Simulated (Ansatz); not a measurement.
One change: `CO[CH2][GaH2]` becomes `BNCOC`.

Ansatz, PBE0-D4/def2-TZVP geometries, multiplicity 1. Each molecule was computed in one conformer, which needn't be the lowest.

Scalar relativity is left out up to krypton.

```
                                          property  `CO[CH2][GaH2]`
             HOMO–LUMO gap (B3LYP/def2-TZVPP) / eV             5.60
  size of the dipole moment (B3LYP/def2-TZVPP) / D             1.61
             HOMO energy (ωB97M-V/def2-TZVPP) / eV            -9.85
           HOMO–LUMO gap (ωB97M-V/def2-TZVPP) / eV            10.11
size of the dipole moment (ωB97M-V/def2-TZVPP) / D             1.59
               HOMO–LUMO gap (PBE/def2-TZVPP) / eV             3.69
```

Question: What does the change do to each property? (Best estimate.)

Answer: Computed: 
```csv
property,`BNCOC`,shift
HOMO–LUMO gap (B3LYP/def2-TZVPP) / eV,7.28,1.68
size of the dipole moment (B3LYP/def2-TZVPP) / D,2.27,0.66
HOMO energy (ωB97M-V/def2-TZVPP) / eV,-10.08,-0.23
HOMO–LUMO gap (ωB97M-V/def2-TZVPP) / eV,11.97,1.86
size of the dipole moment (ωB97M-V/def2-TZVPP) / D,2.28,0.69
HOMO–LUMO gap (PBE/def2-TZVPP) / eV,5.21,1.52
```

With PBE0 the HOMO falls by 0.11 eV and the LUMO rises by 1.52 eV, so the gap widens by about 1.63 eV. PBE moves the HOMO by -0.12 eV and ωB97M-V by -0.23 eV. Dipoles are sizes alone; their direction can turn.

B3LYP here is the variant with VWN-RPA as its local correlation; programs differ in this.
